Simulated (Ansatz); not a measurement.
Reaction (ligand exchange at the Al–Cl bond): `[OH][Al]([F])[Cl]` + NH₃ → `[NH2][Al]([OH])[F]` + HCl

Computed with Ansatz on PBE0-D4/def2-TZVP structures; ΔE is electronic, products minus reactants. CCSD(T)/CBS adds triple-zeta CCSD(T) − MP2 to the extrapolated MP2 energy (def2 sets, frozen cores). This one scheme is used for every species. Functionals use def2-TZVPP. One conformer a species, not always the lowest.

`[OH][Al]([F])[Cl]`:

```xyz
5

O    -0.561   -0.002   -1.171
Al    0.199   -0.279    0.296
F     0.678   -1.802    0.646
Cl    0.556    1.226    1.680
H    -0.871    0.858   -1.450
```

NH₃:

```xyz
4

N    -0.218   -0.148   -0.101
H    -0.279    0.831   -0.352
H    -0.170   -0.194    0.909
H     0.667   -0.490   -0.456
```

`[NH2][Al]([OH])[F]`:

```xyz
7

N     0.319   -1.137    0.305
Al   -0.298    0.506    0.291
O    -0.217    1.557   -1.024
F    -1.011    1.076    1.659
H     0.261   -1.749    1.102
H     0.774   -1.599   -0.464
H     0.172    1.345   -1.869
```

HCl:

Cartesian coordinates in Å:
```
Cl 0.605 -0.173 -0.112
H -0.605 0.173 0.112
```

```csv
level,ΔE (kJ/mol)
B97M-V,75.9
PBE,71.3
```

Task: What does CCSD(T)/CBS give? (Best estimate.)

Result: Ansatz gave: +70.3 kJ/mol. The listed levels differ from it by 5.6, 1.0 kJ/mol.

Largest T1 diagnostic among the species: 0.012.

Leaving LDA and LC-ωPBE aside and taking each functional with its dispersion term where it has one, the values, not all of them listed here, spread over 9.7 kJ/mol, from CAM-B3LYP-D4 to B97M-V. LDA lies −7.7 kJ/mol from PBE without D4. From BLYP to BHLYP (50 % exact exchange), in def2-TZVPP and without D4, ΔE moves by +3.1 kJ/mol. In def2-TZVPP, CCSD(T) changes the Hartree–Fock value by −7.9 kJ/mol (the triples alone add +0.2 kJ/mol) and MP2 by −5.8 kJ/mol.
